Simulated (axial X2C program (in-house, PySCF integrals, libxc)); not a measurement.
## NbSi: cheaper levels and CCSD(T), 2c

Calculated with an in-house relativistic program for diatomic molecules. Two-component (2c) means X2C with spin–orbit coupling and atomic mean-field two-electron Coulomb and Gaunt terms. Basis: Nb dyall-cv3z [11s12p9d5f3g], Si dyall-v3z [8s7p2d1f] (cores contracted in-house); Gaussian nuclei, density fitting, unrestricted open shells. Masses: Nb 92.906 u, Si 27.977 u.

State: Ω = 5/2 (⟨Sz⟩ = 2.50, ⟨Lz⟩ = 0.00 at HF); fragments Nb + Si.

| level | Re (Å) | ωe (cm⁻¹) |
| --- | --- | --- |
| PBE0 | 2.436 | 388.3 |
| HF | 2.565 | 287.1 |
| CCSD | 2.425 | 394.1 |
| r2SCAN0 | 2.430 | 391.6 |

Correlated methods: 9 electrons correlated (number of frozen shells: Nb 4 s, 3 p, 1 d; Si 2 s, 1 p), 265 virtual spin orbitals or spinors in MP2, 90 natural virtuals in coupled cluster.

CCSD(T), same Hamiltonian and basis:

Re = 2.436 Å, ωe = 387.8 cm⁻¹; T1 = 0.100 (Lee–Taylor normalisation).

Task: Give the differences from CCSD(T) in the columns below.

Result: 

```csv
level,ΔRe (Å),Δωe (cm⁻¹)
PBE0,0.000,0
HF,0.129,-101
CCSD,-0.011,6
r2SCAN0,-0.006,4
```

Occupations by symmetry block were frozen at the best pattern of an incomplete PBE0 search. De is not given where an atomic determinant may have missed its ground term or J level, or where the truncated virtual space spoils (T). Density functionals use the spin component along the axis (collinear). CCSD and (T) use frozen natural virtuals with an MP2 correction for the truncation; (T) itself is uncorrected, so its De runs slightly low. PBE0 can misorder states that lie within some tenths of an eV, so this need not be the ground state of the molecule. The nearest other 2c determinant of the search, Ω = 1/2, lies 0.32 eV up at the distance of the search. Without a current term, density functionals place determinants with orbital angular momentum somewhat too high. With several unpaired electrons one determinant need not be a pure state. The outer-core s and p shells of the metal are frozen in the correlated rows, which leaves out core–valence correlation; for alkali and alkaline-earth bonds that tends to lengthen them. This is the top spin component of a Σ state; components of lower Ω are not single determinants and can lie lower. The determinant is spin-polarised beyond a pure state at some levels (its spin-free form has ⟨S²⟩ too high), which makes Re and μ there less reliable. The T1 diagnostic is large, a sign of multireference character. With the outer-core shells frozen, correlated bond lengths of heavy atoms tend to come out a few hundredths of an ångström too long.
